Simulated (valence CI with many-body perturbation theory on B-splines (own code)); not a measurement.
# E1 line list for Xe⁴⁰⁺

Method: valence CI with perturbative core correlation (CI+MBPT): four valence electrons over a frozen Dirac-Fock core [Ne], radial functions for each j: 11 s, 11 p, 9 d, 7 f, 5 g, 2 h, 1 i, with the one-electron correlation potential Σ1, the two-electron term Σ2, the three-electron term Σ3, Breit, model QED; selected CI, second order for the rest (own B-spline code, finite nucleus).

No measured spectrum was set against this ion. As an estimate, large intervals hold to a few tenths of a per cent, small ones and those within an open d or f shell to about a per cent.

Lines 151 to 200 of 227 in falling wavelength, among levels below 34.934 Ry, chosen from the strongest by gf and those to the six lowest levels. Wavelengths and rates use the calculated energies. Electric multipoles are in the length gauge, E1 and E2 with the static RPA response of the core. Weak lines are less certain than strong ones. Lines between different terms over intervals too small for the method are left out, as are lines whose strength nearly cancels. Where a level lies close to another of its J and parity, the split of strength between their lines is uncertain. The highest levels of a list are the least certain.

Levels are named by their leading jj configuration (3d3/2^4 stands for four electrons in 3d with j = 3/2), which in mixed levels can hold well under half, so a name can repeat and another be missing. Letters in brackets count levels of one name in rising energy.

```
λ vac (nm)                           Upper                       Lower   A (s⁻¹)  S (a.u.) with core polarisation  S without
     6.185  (3s 3p1/2 3p3/2 3d5/2) J=1 [a]      (3s^2 3p1/2 3d3/2) J=2  6.33e+10                         2.22e-02   2.26e-02
     6.147  (3s 3p1/2 3p3/2 3d5/2) J=2 [d]      (3s^2 3p1/2 3d5/2) J=2  5.31e+10                         3.04e-02   3.10e-02
     6.147                (3s 3p3/2^3) J=2          (3s^2 3p3/2^2) J=2  3.66e+11                         2.10e-01   2.14e-01
     6.130      (3s 3p1/2 3p3/2^2) J=1 [a]      (3s^2 3p1/2 3p3/2) J=1  1.14e+11                         3.89e-02   3.97e-02
     6.112  (3s 3p1/2 3p3/2 3d3/2) J=3 [c]      (3s^2 3p1/2 3d3/2) J=2  2.21e+11                         1.75e-01   1.78e-01
     6.038                (3s 3p3/2^3) J=1          (3s^2 3p3/2^2) J=0  2.62e+11                         8.54e-02   8.70e-02
     6.015      (3s 3p1/2 3p3/2^2) J=2 [b]      (3s^2 3p1/2 3p3/2) J=1  2.47e+10                         1.33e-02   1.35e-02
     6.010      (3s 3p1/2 3p3/2^2) J=1 [b]      (3s^2 3p1/2 3p3/2) J=2  2.96e+11                         9.52e-02   9.71e-02
     5.996  (3s 3p1/2 3p3/2 3d3/2) J=2 [a]      (3s 3p1/2^2 3p3/2) J=2  7.85e+09                         4.17e-03   4.26e-03
     5.991  (3s 3p1/2 3p3/2 3d5/2) J=3 [c]  (3s 3p1/2 3p3/2^2) J=2 [a]  7.98e+09                         5.93e-03   6.06e-03
     5.955  (3s 3p1/2 3p3/2 3d3/2) J=1 [c]      (3s^2 3p1/2 3d3/2) J=2  2.86e+11                         8.93e-02   9.10e-02
     5.915  (3s 3p1/2 3p3/2 3d5/2) J=2 [c]      (3s^2 3p1/2 3d3/2) J=1  1.81e+10                         9.26e-03   9.44e-03
     5.898             (3p1/2 3p3/2^3) J=2      (3s 3p1/2 3p3/2^2) J=3  1.12e+10                         5.69e-03   5.81e-03
     5.868  (3s 3p1/2 3p3/2 3d5/2) J=3 [d]      (3s^2 3p1/2 3d5/2) J=3  5.77e+10                         4.03e-02   4.11e-02
     5.860  (3s 3p1/2 3p3/2 3d5/2) J=2 [c]      (3s^2 3p1/2 3d5/2) J=3  4.76e+10                         2.36e-02   2.41e-02
     5.829      (3s 3p1/2 3p3/2^2) J=1 [b]      (3s^2 3p1/2 3p3/2) J=1  1.33e+11                         3.89e-02   3.97e-02
     5.824             (3p1/2 3p3/2^3) J=2      (3s^2 3p1/2 3d5/2) J=2  2.68e+10                         1.31e-02   1.33e-02
     5.808  (3s 3p1/2 3p3/2 3d3/2) J=1 [a]      (3s 3p1/2^2 3p3/2) J=2  5.65e+09                         1.64e-03   1.67e-03
     5.794  (3s 3p1/2 3p3/2 3d5/2) J=2 [b]      (3s^2 3p1/2 3d3/2) J=2  1.39e+10                         6.69e-03   6.83e-03
     5.747  (3s 3p1/2 3p3/2 3d3/2) J=2 [c]      (3s 3p1/2^2 3p3/2) J=1  3.33e+10                         1.56e-02   1.59e-02
     5.731  (3s 3p1/2 3p3/2 3d3/2) J=3 [a]      (3s 3p1/2^2 3p3/2) J=2  1.06e+10                         6.90e-03   7.03e-03
     5.725  (3s 3p1/2 3p3/2 3d5/2) J=3 [b]      (3s^2 3p1/2 3d3/2) J=2  5.40e+09                         3.50e-03   3.57e-03
     5.713  (3s 3p1/2 3p3/2 3d3/2) J=2 [b]      (3s 3p1/2^2 3p3/2) J=2  5.53e+10                         2.54e-02   2.59e-02
     5.699  (3s 3p1/2 3p3/2 3d5/2) J=2 [d]      (3s^2 3p1/2 3d5/2) J=3  1.02e+11                         4.64e-02   4.73e-02
     5.660  (3s 3p1/2 3p3/2 3d3/2) J=1 [d]      (3s^2 3p1/2 3d3/2) J=2  1.86e+10                         4.99e-03   5.09e-03
     5.653                (3s 3p3/2^3) J=1          (3s^2 3p3/2^2) J=2  3.49e+11                         9.33e-02   9.52e-02
     5.526  (3s 3p1/2 3p3/2 3d3/2) J=2 [e]      (3s^2 3p1/2 3d3/2) J=2  1.21e+11                         5.03e-02   5.13e-02
     5.505  (3s 3p1/2 3p3/2 3d5/2) J=2 [d]  (3s 3p1/2 3p3/2^2) J=2 [a]  1.58e+10                         6.52e-03   6.65e-03
     5.496  (3s 3p1/2 3p3/2 3d5/2) J=1 [a]      (3s 3p1/2^2 3p3/2) J=1  3.83e+10                         9.41e-03   9.59e-03
     5.467             (3p1/2 3p3/2^3) J=2      (3s^2 3p1/2 3d3/2) J=1  3.73e+10                         1.51e-02   1.53e-02
     5.263  (3s 3p1/2 3p3/2 3d3/2) J=2 [c]      (3s 3p1/2^2 3p3/2) J=2  1.77e+10                         6.37e-03   6.49e-03
     5.244             (3p1/2 3p3/2^3) J=2  (3s 3p1/2 3p3/2^2) J=2 [a]  3.94e+10                         1.40e-02   1.43e-02
     5.236  (3s 3p1/2 3p3/2 3d3/2) J=3 [b]      (3s 3p1/2^2 3p3/2) J=2  2.33e+11                         1.15e-01   1.18e-01
     5.161          (3s^2 3p3/2 3d3/2) J=2      (3s^2 3p1/2 3p3/2) J=2  2.62e+11                         8.89e-02   9.07e-02
     5.153          (3s^2 3p3/2 3d5/2) J=2      (3s^2 3p1/2 3p3/2) J=2  1.43e+11                         4.81e-02   4.91e-02
     5.151          (3s^2 3p3/2 3d3/2) J=3      (3s^2 3p1/2 3p3/2) J=2  3.69e+11                         1.74e-01   1.77e-01
     5.149          (3s^2 3p3/2 3d3/2) J=1      (3s^2 3p1/2 3p3/2) J=2  5.65e+10                         1.14e-02   1.16e-02
     5.132  (3s 3p1/2 3p3/2 3d3/2) J=2 [d]      (3s 3p1/2^2 3p3/2) J=2  2.84e+11                         9.48e-02   9.67e-02
     5.107  (3s 3p1/2 3p3/2 3d3/2) J=1 [b]      (3s 3p1/2^2 3p3/2) J=2  3.47e+11                         6.85e-02   6.98e-02
     5.082  (3s 3p1/2 3p3/2 3d5/2) J=2 [a]      (3s 3p1/2^2 3p3/2) J=2  1.14e+11                         3.71e-02   3.78e-02
     5.077  (3s 3p1/2 3p3/2 3d3/2) J=1 [d]      (3s 3p1/2^2 3p3/2) J=1  5.08e+11                         9.84e-02   1.00e-01
     5.051  (3s 3p1/2 3p3/2 3d5/2) J=1 [a]      (3s 3p1/2^2 3p3/2) J=2  1.52e+10                         2.91e-03   2.96e-03
     5.048  (3s 3p1/2 3p3/2 3d3/2) J=0 [b]      (3s 3p1/2^2 3p3/2) J=1  2.08e+11                         1.32e-02   1.35e-02
     5.028          (3s^2 3p3/2 3d3/2) J=2      (3s^2 3p1/2 3p3/2) J=1  1.31e+11                         4.10e-02   4.18e-02
     5.019          (3s^2 3p3/2 3d5/2) J=2      (3s^2 3p1/2 3p3/2) J=1  7.02e+10                         2.19e-02   2.23e-02
     5.016          (3s^2 3p3/2 3d3/2) J=1      (3s^2 3p1/2 3p3/2) J=1  4.35e+11                         8.13e-02   8.29e-02
     5.011          (3s^2 3p1/2 3d3/2) J=1          (3s^2 3p1/2^2) J=0  5.86e+11                         1.09e-01   1.11e-01
     5.003  (3s 3p1/2 3p3/2 3d3/2) J=3 [c]      (3s 3p1/2^2 3p3/2) J=2  1.19e+09                         5.15e-04   5.25e-04
     4.986          (3s^2 3p3/2 3d3/2) J=0      (3s^2 3p1/2 3p3/2) J=1  4.31e+11                         2.63e-02   2.69e-02
     4.969  (3s 3p1/2 3p3/2 3d3/2) J=2 [e]      (3s 3p1/2^2 3p3/2) J=1  2.56e+11                         7.75e-02   7.89e-02
```
